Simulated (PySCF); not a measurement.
C2H5ClFNSi, SMILES N[Si@H](Cl)/C=C/F. Geometry optimised at PBE-D3(BJ)/def2-SVP. The structure was generated by enumeration; whether it is a known compound was not checked. Other conformers were not sampled.

Computed equilibrium geometry at PBE-D3(BJ)/def2-SVP (PySCF confirms it by a frequency run) as Cartesian coordinates in Å (one conformer of several):
```xyz
11

N     -2.1848     0.5091    -0.8463
Si    -0.8018    -0.4653    -0.4932
Cl    -0.6007    -1.0449     1.5313
C      0.7247     0.5005    -0.9295
C      1.7468     0.6931    -0.0788
F      2.8451     1.3892    -0.4018
H     -3.1135     0.0796    -0.8174
H     -2.2194     1.4640    -0.4785
H     -0.9663    -1.7412    -1.2590
H      0.8096     0.9405    -1.9390
H      1.7849     0.3072     0.9554
```
